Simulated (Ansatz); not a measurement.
Ansatz (a program for electronic structure) job for SbI2, SMILES [I][Sb+][I] (connectivity only; charge and spin as stated), charge +1, multiplicity 1, PBE0-D3(BJ)/def2-SVP. 

Ansatz 0.2 input:
```yaml
crystal:
  periodic: [false, false, false]
  atoms:
    - {symbol: Sb, position_ang: [0.00000000, -0.00000000, 1.14759965]}
    - {symbol: I, position_ang: [-0.00000000, -2.06386565, -0.55214700]}
    - {symbol: I, position_ang: [-0.00000000, 2.06386565, -0.55214700]}
basis:
  gaussian:
    orbitals: def2-SVP
hamiltonian:
  xc: pbe0
  dispersion: d3bj
total_charge: 1
relax: {f_tol: 0.002, max_steps: 200}
```

Program output:

```
WARN ansatz: RAYON_NUM_THREADS=1 ignored (pool sized by the plan → 1); use --threads N
Functional definition: PBE0
integrals: 0.04 GiB planned
1120 factors; integrals over basis functions are off by at most 1.2e-4 eV
mean field: 0.39 GiB planned
mean field evaluation 1: about -22731.8544 eV, gradient 2.3e1 eV
mean field evaluation 2: about -22721.6281 eV, gradient 5.7e1 eV
mean field evaluation 4: about -22734.1012 eV, gradient 1.9e0 eV
mean field evaluation 8: about -22734.1673 eV, gradient 7.5e-2 eV
mean field evaluation 16: about -22734.1673 eV, gradient 2.8e-5 eV
mean field -22734.16733772 eV, -835.4652398892 hartree, gradient 2.7e-5 eV, S^2 0.000000; 0 other end points of the search recorded, 0 dependent functions left out
the calculation of the forces begins
reference -22734.16735847 eV, -835.4652406516 hartree; 36, 36 occupied and 42, 42 virtual orbitals, 1120 factors
relax step   1: F+E_penalty+E_count = -22734.30354843 eV  Δ(F+E_penalty+E_count) = +0.000e0 eV  max|allowed force component| = 7.279e-1 eV/Å  Δτ_max = 0.0000 Å  (31 SCF iters, accepted)
these checks for a lower state are left out or cut short: starts, cluster_reference, orbital_swaps, neighbouring_geometries, increment
integrals: 0.04 GiB planned
1120 factors; integrals over basis functions are off by at most 1.1e-4 eV
mean field: 0.39 GiB planned
mean field -22734.17601173 eV, -835.4655586531 hartree, gradient 1.8e-5 eV, S^2 0.000000; 0 other end points of the search recorded, 0 dependent functions left out
the calculation of the forces begins
reference -22734.17603227 eV, -835.4655594079 hartree; 36, 36 occupied and 42, 42 virtual orbitals, 1120 factors
relax step   2: F+E_penalty+E_count = -22734.31300285 eV  Δ(F+E_penalty+E_count) = -9.454e-3 eV  max|allowed force component| = 6.038e-1 eV/Å  Δτ_max = 0.0683 Å  (33 SCF iters, accepted)
these checks for a lower state are left out or cut short: starts, cluster_reference, orbital_swaps, neighbouring_geometries, increment
integrals: 0.04 GiB planned
1120 factors; integrals over basis functions are off by at most 1.1e-4 eV
mean field: 0.39 GiB planned
mean field evaluation 32: about -22734.1916 eV, gradient 1.3e-5 eV
mean field -22734.19159548 eV, -835.4661313454 hartree, gradient 1.5e-5 eV, S^2 0.000000; 0 other end points of the search recorded, 0 dependent functions left out
the calculation of the forces begins
reference -22734.19161612 eV, -835.4661321038 hartree; 36, 36 occupied and 42, 42 virtual orbitals, 1120 factors
relax step   3: F+E_penalty+E_count = -22734.32800346 eV  Δ(F+E_penalty+E_count) = -1.500e-2 eV  max|allowed force component| = 4.579e-2 eV/Å  Δτ_max = 0.0273 Å  (34 SCF iters, accepted)
these checks for a lower state are left out or cut short: starts, cluster_reference, orbital_swaps, neighbouring_geometries, increment
integrals: 0.04 GiB planned
1120 factors; integrals over basis functions are off by at most 1.1e-4 eV
mean field: 0.39 GiB planned
mean field -22734.19155530 eV, -835.4661298686 hartree, gradient 1.5e-5 eV, S^2 0.000000; 0 other end points of the search recorded, 0 dependent functions left out
the calculation of the forces begins
reference -22734.19157593 eV, -835.4661306267 hartree; 36, 36 occupied and 42, 42 virtual orbitals, 1120 factors
relax step   4: F+E_penalty+E_count = -22734.32812487 eV  Δ(F+E_penalty+E_count) = -1.214e-4 eV  max|allowed force component| = 4.858e-3 eV/Å  Δτ_max = 0.0042 Å  (27 SCF iters, accepted)
these checks for a lower state are left out or cut short: starts, cluster_reference, orbital_swaps, neighbouring_geometries, increment
integrals: 0.04 GiB planned
1120 factors; integrals over basis functions are off by at most 1.1e-4 eV
mean field: 0.39 GiB planned
mean field -22734.19159160 eV, -835.4661312028 hartree, gradient 6.0e-5 eV, S^2 0.000000; 0 other end points of the search recorded, 0 dependent functions left out
the calculation of the forces begins
reference -22734.19161223 eV, -835.4661319609 hartree; 36, 36 occupied and 42, 42 virtual orbitals, 1120 factors
relax step   5: F+E_penalty+E_count = -22734.32812905 eV  Δ(F+E_penalty+E_count) = -4.181e-6 eV  max|allowed force component| = 1.580e-4 eV/Å  Δτ_max = 0.0010 Å  (23 SCF iters, accepted)
integrals: 0.04 GiB planned
1120 factors; integrals over basis functions are off by at most 1.1e-4 eV
mean field: 0.39 GiB planned
mean field evaluation 64: about -22734.1916 eV, gradient 2.4e-5 eV
mean field -22734.19159160 eV, -835.4661312028 hartree, gradient 6.0e-5 eV, S^2 0.000000; 1 other end points of the search recorded, 0 dependent functions left out
the calculation of the forces begins
reference -22734.19161223 eV, -835.4661319609 hartree; 36, 36 occupied and 42, 42 virtual orbitals, 1120 factors
Total energy: -22734.32814968 eV, -835.4711496196 hartree
Atom 0 at    -0.000000     0.000000     1.106250 Å, force    -0.000000     0.000000    -0.000158 eV/Å
Atom 1 at     0.000000    -2.059682    -0.531472 Å, force     0.000000    -0.000121     0.000079 eV/Å
Atom 2 at     0.000000     2.059682    -0.531472 Å, force     0.000000     0.000121     0.000079 eV/Å
Dipole moment:     0.000000     0.000000     0.443996 e Å
```

The calculation finished and met its thresholds.
